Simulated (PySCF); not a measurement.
ReO₃, SMILES [O]=[Re+](=[O])=[O], charge +1, multiplicity 1. Atoms are numbered in the order given.

```xyz
4

Re     0.0000     0.0000     0.1653
O      1.3446     0.7763    -0.5166
O      0.0000    -1.5526    -0.5166
O     -1.3446     0.7763    -0.5166
```
Charge +1, spin multiplicity 1.

Geometry optimised at PBE-D3(BJ)/def2-TZVP. The spin state was assumed, not searched. The isomer is the one that the SMILES or the coordinates give; other isomers of the formula were not compared. The def2 effective core potentials stand for the cores of Re; spin–orbit coupling is left out.

Level of theory: PBE-D3(BJ)/def2-TZVP (PySCF 2.14.0).

Frequencies are harmonic and unscaled.

Modes within 1.5 cm⁻¹ of each other (mostly degenerate sets) share a row, with their intensities summed.

**Question.** Estimate the vibrational spectrum. (Estimate from the structure and the level; the computed values follow.)

**Answer.** 
```csv
mode,ν (cm⁻¹),IR (km/mol),moving atoms (share of kinetic energy)
1,345,5.3,"O 84 %, Re 16 %"
2–3,370,0.6,O 94 %
4–5,986,95.8,"O 90 %, Re 10 %"
6,1040,0.1,O 96 %
```
